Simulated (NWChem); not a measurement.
System: C$_{2}$H$_{6}$N, doublet; SMILES C(C)[NH]

NWChem input:

```
start job
memory heap 200 mb stack 900 mb global 1100 mb
geometry units angstroms noautoz
  C      0.244085    -1.198967     0.000000
  C     -0.486001     0.130558     0.000000
  N      0.407276     1.245931     0.000000
  H     -0.460419    -2.044306     0.000000
  H      0.888548    -1.284592     0.887628
  H      0.888548    -1.284592    -0.887628
  H     -1.172323     0.192910    -0.874011
  H     -1.172323     0.192910     0.874011
  H     -0.178965     2.092785     0.000000
end
basis spherical
  * library cc-pvdz
end
dft
  odft
  mult 2
  xc b3lyp
  iterations 150
  mulliken
end
task dft energy
```

In the optimisation the excess spin sits in a" (Cs, its own frame). Structure relaxed at the PBE0/def2-SVP, spin-unrestricted level. No stability test was run on the SCF state.

Question: Predict the main results of this run. (B3LYP/cc-pVDZ, spin-unrestricted.) Quantities: basis functions; energy (Ha); highest occupied level (eV); lowest empty minus highest occupied level, either spin (eV); dipole (D); <S²>.

Answer: 
| Item | Value |
|---|---|
| number of basis functions | 72 |
| energy (Ha) | -134.51 |
| highest occupied level (eV) | -7.03 |
| lowest empty minus highest occupied level, either spin (eV) | 4.88 |
| dipole (D) | 1.71 |
| <S²> | 0.753 |
